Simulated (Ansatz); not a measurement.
`FC(F)(F)c1cc2sc(-c3cc4sc(-c5cc6sc(C(F)(F)F)cc6s5)cc4s3)cc2s1`, relaxed as a singlet with RKS PBE-D4/def2-SVP in Ansatz, starting from the GFN2-xTB geometry. Force threshold 0.03 eV/Å.

Single mean-field runs in def2-SVP are fitted with def2-universal-jkfit.

Start:

```
atom    x (Å)    y (Å)    z (Å)
  F1   3.4200  -8.6496   4.5112
  C2   2.3930  -8.7044   3.6414
  F3   2.7554  -9.5940   2.7010
  F4   1.3628  -9.2482   4.3051
  C5   2.0438  -7.3731   3.0806
  C6   0.8864  -6.6816   3.3027
  C7   0.9061  -5.4532   2.6258
  S8  -0.1951  -4.1342   2.4688
  C9   0.9350  -3.2919   1.4227
 C10   0.5865  -2.0223   0.8819
 C11  -0.5784  -1.3185   1.0804
 C12  -0.5796  -0.1140   0.3711
 S13  -1.6988   1.1878   0.1887
 C14  -0.5837   2.0226  -0.8808
 C15  -0.9338   3.2917  -1.4223
 C16  -2.0943   4.0002  -1.2208
 C17  -2.0765   5.2242  -1.9021
 S18  -3.1816   6.5419  -2.0550
 C19  -2.0456   7.3730  -3.0805
 C20  -2.3960   8.7040  -3.6412
 F21  -1.3668   9.2459  -4.3078
 F22  -3.4247   8.6511  -4.5090
 F23  -2.7549   9.5938  -2.6997
 C24  -0.8880   6.6821  -3.3041
 C25  -0.9060   5.4538  -2.6265
 S26   0.1964   4.1357  -2.4671
 C27   0.5815   1.3189  -1.0794
 C28   0.5819   0.1131  -0.3720
 S29   1.7014  -1.1883  -0.1884
 C30   2.0954  -4.0003   1.2210
 C31   2.0772  -5.2242   1.9022
 S32   3.1796  -6.5443   2.0529
 H33   0.0786  -7.0431   3.9118
 H34  -1.3797  -1.6664   1.7065
 H35  -2.9064   3.6489  -0.6115
 H36  -0.0802   7.0443  -3.9129
 H37   1.3829   1.6671  -1.7050
 H38   2.9065  -3.6487   0.6104
```

**Question.** Estimate the energy that the relaxation releases and the steps that it takes.

**Answer.** 28.0 kJ/mol, in 4 steps; 16 s on 2 threads of AMD EPYC 7R13 on a shared host and a share (18 GiB) of an NVIDIA H100 80GB HBM3. No frequencies were taken in this run, so the end may be a saddle point.

**Question.** Does the start keep its bonding and symmetry?

**Answer.** By distances, no bond broke or formed. The bond that changes most is C30–H38, from 1.07 to 1.10 Å (atoms count from 1). Point group Ci at the start, Ci at the end, both within 0.05 Å.

**Question.** Predict the relaxed structure.

**Answer.** 
```
atom   x (Å)   y (Å)   z (Å)
  F1   3.472  -8.730   4.571
  C2   2.432  -8.811   3.704
  F3   2.800  -9.693   2.742
  F4   1.382  -9.339   4.374
  C5   2.072  -7.477   3.128
  C6   0.898  -6.776   3.345
  C7   0.916  -5.536   2.653
  S8  -0.192  -4.206   2.476
  C9   0.940  -3.350   1.418
 C10   0.577  -2.063   0.878
 C11  -0.600  -1.340   1.079
 C12  -0.588  -0.114   0.373
 S13  -1.699   1.214   0.194
 C14  -0.576   2.064  -0.878
 C15  -0.939   3.351  -1.418
 C16  -2.117   4.071  -1.220
 C17  -2.098   5.304  -1.920
 S18  -3.206   6.635  -2.086
 C19  -2.074   7.476  -3.129
 C20  -2.434   8.811  -3.704
 F21  -1.385   9.337  -4.376
 F22  -3.476   8.730  -4.569
 F23  -2.798   9.693  -2.741
 C24  -0.899   6.776  -3.345
 C25  -0.916   5.537  -2.653
 S26   0.193   4.207  -2.475
 C27   0.601   1.340  -1.079
 C28   0.589   0.115  -0.373
 S29   1.700  -1.213  -0.194
 C30   2.117  -4.072   1.220
 C31   2.098  -5.304   1.920
 S32   3.206  -6.636   2.085
 H33   0.082  -7.156   3.970
 H34  -1.422  -1.697   1.713
 H35  -2.944   3.710  -0.595
 H36  -0.082   7.156  -3.970
 H37   1.424   1.697  -1.712
 H38   2.944  -3.711   0.594
```
Bond lengths: 19 × C–C 1.38 to 1.50 Å; 12 × C–S 1.74 to 1.77 Å; 6 × C–F 1.35 to 1.36 Å; 6 × C–H 1.10 Å.
